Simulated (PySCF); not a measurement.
## LiBe: script and output

File input.py (PySCF 2.14):

```python
from pyscf import gto, scf

mol = gto.M(
    atom='Li 0 0 0; Be 0 0 2.245',
    basis='def2-svpd',
    charge=0,
    spin=1,
    verbose=4,
)
mf = scf.UHF(mol)
mf.kernel()
mf.stability(internal=True, external=True)
mf.dip_moment()
print('orbital energies (hartree):', [e[max(0, n-3):n+3].round(4) for e, n in zip(mf.mo_energy, mol.nelec)])
```

```bash
$ python input.py
```

The log (some set-up lines and the per-cycle HOMO/LUMO lines with their warnings removed):

```
PySCF version 2.14.0

[INPUT] verbose = 4
[INPUT] num. atoms = 2
[INPUT] num. electrons = 7
[INPUT] charge = 0
[INPUT] spin (= nelec alpha-beta = 2S) = 1
[INPUT] symmetry False subgroup None
[INPUT] Mole.unit = angstrom
[INPUT] Symbol           X                Y                Z      unit          X                Y                Z       unit  Magmom
[INPUT]  1 Li     0.000000000000   0.000000000000   0.000000000000 AA    0.000000000000   0.000000000000   0.000000000000 Bohr   0.0
[INPUT]  2 Be     0.000000000000   0.000000000000   2.245000000000 AA    0.000000000000   0.000000000000   4.242435149649 Bohr   0.0

nuclear repulsion = 2.82856415636526
number of shells = 12
number of NR pGTOs = 41
number of NR cGTOs = 24
basis = def2-svpd
ecp = {}

******** <class 'pyscf.scf.uhf.UHF'> ********
method = UHF
initial guess = minao
damping factor = 0
level_shift factor = 0
DIIS = <class 'pyscf.scf.diis.CDIIS'>
diis_start_cycle = 1
diis_space = 8
diis_damp = 0
SCF conv_tol = 1e-09
SCF conv_tol_grad = None
SCF max_cycles = 50
direct_scf = True
direct_scf_tol = 1e-13
number electrons alpha = 4  beta = 3
Set gradient conv threshold to 3.16228e-05
init E= -22.0311709142247

cycle= 1 E= -21.9545568909269  delta_E= 0.0766  |g|= 0.0474  |ddm|= 0.811
cycle= 2 E= -21.9631631041085  delta_E= -0.00861  |g|= 0.0249  |ddm|= 0.267
cycle= 3 E= -21.9670860706174  delta_E= -0.00392  |g|= 0.0198  |ddm|= 0.193
cycle= 4 E= -21.9710263073156  delta_E= -0.00394  |g|= 0.0173  |ddm|= 0.17
cycle= 5 E= -21.9762287063513  delta_E= -0.0052  |g|= 0.00679  |ddm|= 0.373
cycle= 6 E= -21.9757217071987  delta_E= 0.000507  |g|= 0.00802  |ddm|= 0.142
cycle= 7 E= -21.9765262888003  delta_E= -0.000805  |g|= 0.00264  |ddm|= 0.129
cycle= 8 E= -21.9766253313327  delta_E= -9.9e-05  |g|= 0.00175  |ddm|= 0.0358
cycle= 9 E= -21.9766907887975  delta_E= -6.55e-05  |g|= 0.00121  |ddm|= 0.0407
cycle= 10 E= -21.9767098974468  delta_E= -1.91e-05  |g|= 0.000279  |ddm|= 0.0213
cycle= 11 E= -21.9767105902794  delta_E= -6.93e-07  |g|= 4.97e-05  |ddm|= 0.00428
cycle= 12 E= -21.9767106006434  delta_E= -1.04e-08  |g|= 2.55e-05  |ddm|= 0.000679
cycle= 13 E= -21.9767106036828  delta_E= -3.04e-09  |g|= 1.15e-05  |ddm|= 0.000385
cycle= 14 E= -21.9767106044012  delta_E= -7.18e-10  |g|= 2.14e-06  |ddm|= 0.000106
Extra cycle  E= -21.9767106044183  delta_E= -1.71e-11  |g|= 1.31e-06  |ddm|= 1.04e-05
converged SCF energy = -21.9767106044183  <S^2> = 0.8030499  2S+1 = 2.0523644
uhf_internal: lowest eigs of H = [0.01834016 0.01834295 0.05655688]
<class 'pyscf.scf.uhf.UHF'> wavefunction is stable in the internal stability analysis
uhf_real2complex: lowest eigs of H = [0.02156682 0.02157979 0.05344181]
<class 'pyscf.scf.uhf.UHF'> wavefunction is stable in the real -> complex stability analysis
uhf_external: lowest eigs of H = [1.50114498e-05 1.04012309e-02 1.05511126e-02]
<class 'pyscf.scf.uhf.UHF'> wavefunction is stable in the UHF/UKS -> GHF/GKS stability analysis
Dipole moment(X, Y, Z, Debye): -0.00000,  0.00000, -4.23912
orbital energies (hartree): [array([-2.4581, -0.3232, -0.1887,  0.0082,  0.0206,  0.0206]), array([-4.6761, -2.4478, -0.2965,  0.011 ,  0.0321,  0.0321])]
```

In short: E(SCF) = -21.976711 Eh, 14 cycles, ⟨S²⟩ = 0.803, μz(SCF) = -4.24 D, internal stable; real -> complex stable; UHF/UKS -> GHF/GKS stable.

Wall time 1.1 s on one thread of a shared host.

The bond length is a typed value, not an optimised one. No search for the lowest solution was made.
